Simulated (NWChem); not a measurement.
System: CH$_{4}$F$_{2}$Si; SMILES FC[SiH2]F

Parts of the log:

```
             Northwest Computational Chemistry Package (NWChem) 7.3.0
             --------------------------------------------------------

 C1  symmetry detected

                             Geometry "geometry" -> ""
                             -------------------------

 Output coordinates in angstroms (scale by  1.889725989 to convert to a.u.)

  No.       Tag          Charge          X              Y              Z
 ---- ---------------- ---------- -------------- -------------- --------------
    1 F                    9.0000     0.44201685    -1.86772876     0.31591224
    2 C                    6.0000    -0.20838928    -1.04111413    -0.58040413
    3 Si                  14.0000    -0.50776302     0.68557488     0.19210561
    4 F                    9.0000     0.81013368     1.56081879    -0.09372366
    5 H                    1.0000     0.42649490    -0.99505897    -1.46994254
    6 H                    1.0000    -1.13593741    -1.55441203    -0.84574495
    7 H                    1.0000    -0.62627431     0.59575305     1.63449865
    8 H                    1.0000    -1.57461998     1.36454417    -0.52556203

 Effective nuclear repulsion energy (a.u.)     171.9234083073

                                Z-matrix (autoz)
                                --------

 Units are Angstrom for bonds and degrees for angles

      Type          Name      I     J     K     L     M      Value
      ----------- --------  ----- ----- ----- ----- ----- ----------
    1 Stretch                  1     2                       1.38192
    2 Stretch                  2     3                       1.91516
    3 Stretch                  2     5                       1.09384
    4 Stretch                  2     6                       1.09281
    5 Stretch                  3     4                       1.60767
    6 Stretch                  3     7                       1.45004
    7 Stretch                  3     8                       1.45404
    8 Bend                     1     2     3               110.56353
    9 Bend                     1     2     5               106.22857
   10 Bend                     1     2     6               106.02183
   11 Bend                     2     3     4               106.91686
   12 Bend                     2     3     7               110.98758
   13 Bend                     2     3     8               109.67019
   14 Bend                     3     2     5               112.38305
   15 Bend                     3     2     6               112.87629
   16 Bend                     4     3     7               106.11557
   17 Bend                     4     3     8               105.04045
   18 Bend                     5     2     6               108.35875
   19 Bend                     7     3     8               117.38224
   20 Torsion                  1     2     3     4          86.98843
   21 Torsion                  1     2     3     7         -28.31553
   22 Torsion                  1     2     3     8        -159.63530
   23 Torsion                  4     3     2     5         -31.52110
   24 Torsion                  4     3     2     6        -154.44118
   25 Torsion                  5     2     3     7        -146.82506
   26 Torsion                  5     2     3     8          81.85517
   27 Torsion                  6     2     3     7          90.25486
   28 Torsion                  6     2     3     8         -41.06491

  xc_inp: hfexch multiplicative factor not found.

                           NWChem Geometry Optimization
                           ----------------------------

 maximum gradient threshold         (gmax) =   0.000450
 rms gradient threshold             (grms) =   0.000300
 maximum cartesian step threshold   (xmax) =   0.001800
 rms cartesian step threshold       (xrms) =   0.001200
 fixed trust radius                (trust) =   0.050000
 source of zmatrix                         =   autoz

          -------------------
          Energy Minimization
          -------------------

 Using diagonal initial Hessian
 Scaling for Hessian diagonals: bonds = 1.00  angles = 0.25  torsions = 0.10

          --------
          Step   0

                                 NWChem DFT Module
                                 -----------------

 Summary of "ao basis" -> "ao basis" (spherical)
 ------------------------------------------------------------------------------
       Tag                 Description            Shells   Functions and Types
 ---------------- ------------------------------  ------  ---------------------
 F                          def2-svp                 6       14   3s2p1d
 C                          def2-svp                 6       14   3s2p1d
 Si                         def2-svp                 8       18   4s3p1d
 H                          def2-svp                 3        5   2s1p

            General Information
            -------------------
          SCF calculation type: DFT
          Wavefunction type:  closed shell.
          No. of atoms     :     8
          No. of electrons :    42
           Alpha electrons :    21
            Beta electrons :    21
          Charge           :     0
          Spin multiplicity:     1
          Use of symmetry is: off; symmetry adaption is: off
          Maximum number of iterations: 150
          AO basis - number of functions:    80
                     number of shells:    38
          Convergence on energy requested:  1.00D-06
          Convergence on density requested:  1.00D-05
          Convergence on gradient requested:  5.00D-04

              XC Information
              --------------
                     Hartree-Fock (Exact) Exchange  1.000

      Superposition of Atomic Density Guess
      -------------------------------------

 Sum of atomic energies:        -526.94549363

      Non-variational initial energy
      ------------------------------

 Total energy =    -528.106370
 1-e energy   =   -1072.986810
 2-e energy   =     372.957032
 HOMO         =      -0.341917
 LUMO         =       0.066823

   convergence    iter        energy       DeltaE   RMS-Dens  Diis-err
 ---------------- ----- ----------------- --------- --------- ---------
 d= 0,ls=0.0,diis     1   -527.6909435481 -7.00D+02  7.84D-03  5.85D-01
 d= 0,ls=0.0,diis     2   -527.7472294620 -5.63D-02  2.69D-03  1.87D-01
 d= 0,ls=0.0,diis     3   -527.7628305584 -1.56D-02  8.15D-04  4.05D-03
 d= 0,ls=0.0,diis     4   -527.7635546310 -7.24D-04  1.68D-04  1.16D-04
 d= 0,ls=0.0,diis     5   -527.7635797807 -2.51D-05  3.93D-05  6.51D-06
  Resetting Diis
 d= 0,ls=0.0,diis     6   -527.7635812562 -1.48D-06  1.10D-05  6.32D-07
 d= 0,ls=0.0,diis     7   -527.7635813963 -1.40D-07  2.61D-06  5.50D-08

         Total DFT energy =     -527.763581396333
      One electron energy =    -1075.306305565186
           Coulomb energy =      422.850613015643
    Exchange-Corr. energy =      -47.231297154104
 Nuclear repulsion energy =      171.923408307314

 Numeric. integr. density =        0.000000000000

                       DFT Final Molecular Orbital Analysis
                       ------------------------------------

 Vector   19  Occ=2.000000D+00  E=-5.331654D-01
              MO Center= -4.7D-02, -1.3D+00, -4.6D-01, r^2= 1.7D+00
   Bfn.  Coefficient  Atom+Function         Bfn.  Coefficient  Atom+Function
  ----- ------------  ---------------      ----- ------------  ---------------
     4      0.372211  1 F  px                18      0.306872  2 C  px
    66     -0.292665  6 H  s                  7     -0.289267  1 F  px
    61      0.282253  5 H  s                  5      0.147651  1 F  py
     6     -0.136045  1 F  pz                67     -0.127810  6 H  s
    19      0.120177  2 C  py                20     -0.117333  2 C  pz

[...]

      ----------------------
      Optimization converged
      ----------------------

  Step       Energy      Delta E   Gmax     Grms     Xrms     Xmax
  ---- ---------------- -------- -------- -------- -------- --------
@   19    -527.76613554 -1.6D-08  0.00000  0.00000  0.00040  0.00080
                                     ok       ok       ok       ok

                                Z-matrix (autoz)
                                --------

 Units are Angstrom for bonds and degrees for angles

      Type          Name      I     J     K     L     M      Value     Gradient
      ----------- --------  ----- ----- ----- ----- ----- ---------- ----------
    1 Stretch                  1     2                       1.36986   -0.00000
    2 Stretch                  2     3                       1.89015   -0.00000
    3 Stretch                  2     5                       1.09207    0.00000
    4 Stretch                  2     6                       1.09311   -0.00000
    5 Stretch                  3     4                       1.61095    0.00000
    6 Stretch                  3     7                       1.47122   -0.00000
    7 Stretch                  3     8                       1.47536   -0.00000
    8 Bend                     1     2     3               110.57725    0.00000
    9 Bend                     1     2     5               108.65250    0.00000
   10 Bend                     1     2     6               108.53903   -0.00000
   11 Bend                     2     3     4               109.16919    0.00000
   12 Bend                     2     3     7               110.92368    0.00000
   13 Bend                     2     3     8               108.82048   -0.00000
   14 Bend                     3     2     5               111.17225   -0.00000
   15 Bend                     3     2     6               110.44285    0.00000
   16 Bend                     4     3     7               108.28228   -0.00000
   17 Bend                     4     3     8               107.87631    0.00000
   18 Bend                     5     2     6               107.35427    0.00000
   19 Bend                     7     3     8               111.69153    0.00000
   20 Torsion                  1     2     3     4          70.69224    0.00000
   21 Torsion                  1     2     3     7         -48.54805    0.00000
   22 Torsion                  1     2     3     8        -171.80300    0.00000
   23 Torsion                  4     3     2     5         -50.08891    0.00000
   24 Torsion                  4     3     2     6        -169.14998    0.00000
   25 Torsion                  5     2     3     7        -169.32920    0.00000
   26 Torsion                  5     2     3     8          67.41585    0.00000
   27 Torsion                  6     2     3     7          71.60973    0.00000
   28 Torsion                  6     2     3     8         -51.64522    0.00000

                         Geometry "geometry" -> "geometry"
                         ---------------------------------

 Output coordinates in angstroms (scale by  1.889725989 to convert to a.u.)

  No.       Tag          Charge          X              Y              Z
 ---- ---------------- ---------- -------------- -------------- --------------
    1 F                    9.0000     0.62342828    -1.79352130     0.23363269
    2 C                    6.0000    -0.20099834    -1.04806564    -0.56708256
    3 Si                  14.0000    -0.46308915     0.67316586     0.16867552
    4 F                    9.0000     0.90219649     1.51808826     0.03731796
    5 H                    1.0000     0.24119032    -0.98780907    -1.56380715
    6 H                    1.0000    -1.15598192    -1.57083942    -0.66511400
    7 H                    1.0000    -0.81714699     0.58693315     1.59404878
    8 H                    1.0000    -1.50393727     1.37042515    -0.61053207

 Effective nuclear repulsion energy (a.u.)     172.7954246631

                Final and change from initial internal coordinates
                --------------------------------------------------

                                Z-matrix (autoz)
                                --------

 Units are Angstrom for bonds and degrees for angles

      Type          Name      I     J     K     L     M      Value       Change
      ----------- --------  ----- ----- ----- ----- ----- ---------- ----------
    1 Stretch                  1     2                       1.36986   -0.01206
    2 Stretch                  2     3                       1.89015   -0.02501
    3 Stretch                  2     5                       1.09207   -0.00176
    4 Stretch                  2     6                       1.09311    0.00031
    5 Stretch                  3     4                       1.61095    0.00328
    6 Stretch                  3     7                       1.47122    0.02118
    7 Stretch                  3     8                       1.47536    0.02133
    8 Bend                     1     2     3               110.57725    0.01373
    9 Bend                     1     2     5               108.65250    2.42392
   10 Bend                     1     2     6               108.53903    2.51720
   11 Bend                     2     3     4               109.16919    2.25233
   12 Bend                     2     3     7               110.92368   -0.06391
   13 Bend                     2     3     8               108.82048   -0.84971
   14 Bend                     3     2     5               111.17225   -1.21080
   15 Bend                     3     2     6               110.44285   -2.43344
   16 Bend                     4     3     7               108.28228    2.16671
   17 Bend                     4     3     8               107.87631    2.83586
   18 Bend                     5     2     6               107.35427   -1.00448
   19 Bend                     7     3     8               111.69153   -5.69070
   20 Torsion                  1     2     3     4          70.69224  -16.29620
   21 Torsion                  1     2     3     7         -48.54805  -20.23252
   22 Torsion                  1     2     3     8        -171.80300  -12.16770
   23 Torsion                  4     3     2     5         -50.08891  -18.56781
   24 Torsion                  4     3     2     6        -169.14998  -14.70881
   25 Torsion                  5     2     3     7        -169.32920  -22.50414
   26 Torsion                  5     2     3     8          67.41585  -14.43932
   27 Torsion                  6     2     3     7          71.60973  -18.64513
   28 Torsion                  6     2     3     8         -51.64522  -10.58031

 ==============================================================================
                                internuclear distances
 ------------------------------------------------------------------------------
       center one      |      center two      | atomic units |  angstroms
 ------------------------------------------------------------------------------
    2 C                |   1 F                |     2.58867  |     1.36986
    3 Si               |   2 C                |     3.57187  |     1.89015
    4 F                |   3 Si               |     3.04425  |     1.61095
    5 H                |   2 C                |     2.06372  |     1.09207
    6 H                |   2 C                |     2.06568  |     1.09311
    7 H                |   3 Si               |     2.78020  |     1.47122
    8 H                |   3 Si               |     2.78803  |     1.47536
 ------------------------------------------------------------------------------
                         number of included internuclear distances:          7
 ==============================================================================
```

Level: Hartree-Fock/def2-SVP. 

Task: Write an input that gives this output.

Result: This is not unique; one that fits is the input that was run:
```
start job
memory heap 200 mb stack 900 mb global 1100 mb
geometry units angstroms
  F      1.705959    -0.106121     0.908075
  C      1.073437    -0.555442    -0.235485
  Si    -0.824054    -0.347033    -0.080745
  F     -1.173443     1.140921    -0.579265
  H      1.490100     0.025261    -1.063527
  H      1.377681    -1.597785    -0.358703
  H     -1.242706    -0.415657     1.305845
  H     -1.491838    -1.227986    -1.025317
end
basis spherical
  F library def2-svp
  C library def2-svp
  Si library def2-svp
  H library def2-svp
end
dft
  xc hfexch
  iterations 150
end
driver
  maxiter 150
  trust 0.05
end
task dft optimize
```
